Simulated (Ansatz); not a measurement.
System: NbCl4, charge 0, multiplicity 2. The spin state was set by rule; other spins were not relaxed. 
Geometry from a B3LYP-D3(BJ)/def2-TZVP (Ansatz, a program for electronic structure) optimisation:
SMILES: [Cl][Nb]([Cl])([Cl])[Cl]
```xyz
5

Nb     0.0000     0.0000     0.0000
Cl     1.7252    -0.5608    -1.3857
Cl     0.5070     0.5405     2.1591
Cl    -0.9206     1.8843    -0.9017
Cl    -1.3116    -1.8640     0.1283
```
Charge 0, spin multiplicity 2.

Computed values are from Ansatz. Valence correlation only, unless marked. UHF or UKS for open shells. No spin-orbit coupling. The frozen core is the preceding noble-gas configuration, with the filled d and f shells of earlier blocks. Past Kr the def2 sets carry scalar-relativistic core potentials. CBS marks a two-point X^-3 extrapolation of the correlation energy; Hartree-Fock from the larger set. [CCSD(T)-MP2]/basis is that difference in the basis named.

| Property | Value |
|---|---|
| atomisation energy De | 1768.6 kJ/mol at RI-MP2/CBS(def2-TZVPP,def2-QZVPP)+[CCSD(T)-MP2]/def2-TZVPP |
| total energy | -1895.9001 Eh at RI-MP2/CBS(def2-TZVPP,def2-QZVPP)+[CCSD(T)-MP2]/def2-TZVPP |
| dipole moment | 0.00 D at CCSD(T)/def2-SVPD |
| T1 diagnostic | 0.021 at CCSD/def2-TZVPP |
